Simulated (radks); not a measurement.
Question: The mean radii <r> (bohr) of the occupied orbitals of an atom or ion are listed with their occupations. Method: scalar-relativistic Kohn-Sham, PBEsol, spin-polarised, spherical densities, finite nucleus; Fermi nuclear charge, rms radius of each element as measured or else 0.836 A^(1/3) + 0.57 fm; computed with a radial shooting solver on a logarithmic mesh with Libxc functionals.

| orbital | occ. | <r> |
|---|---|---|
| 1s up | 1 | 0.01633 |
| 1s down | 1 | 0.01633 |
| 2s up | 1 | 0.06878 |
| 2s down | 1 | 0.06878 |
| 2p up | 3 | 0.06236 |
| 2p down | 3 | 0.06236 |
| 3s up | 1 | 0.1776 |
| 3s down | 1 | 0.1776 |
| 3p up | 3 | 0.1793 |
| 3p down | 3 | 0.1793 |
| 3d up | 5 | 0.1625 |
| 3d down | 5 | 0.1625 |
| 4s up | 1 | 0.3918 |
| 4s down | 1 | 0.3918 |
| 4p up | 3 | 0.4177 |
| 4p down | 3 | 0.4177 |
| 4d up | 5 | 0.4399 |
| 4d down | 5 | 0.4399 |
| 5s up | 1 | 0.8772 |
| 5s down | 1 | 0.8769 |
| 4f up | 7 | 0.4677 |
| 4f down | 7 | 0.4677 |
| 5p up | 3 | 1.008 |
| 5p down | 3 | 1.006 |
| 5d up | 5 | 1.368 |
| 5d down | 5 | 1.356 |
| 6s up | 1 | 2.261 |

Name the element and its charge. Open shells, if any, are filled with parallel spins first.

Answer: Z = 81, thallium, charge +2: Tl2+ in [Xe] 4f14 5d10 6s1. The 1s radius gives Z: for a bare nucleus <r> = (2 gamma + 1)/(2Z) with gamma = sqrt(1 - (Z/c)^2), 0.01613 bohr for Z = 81, and screening makes it slightly larger (0.01633 here). The occupations add up to 79, and the charge is Z minus that.
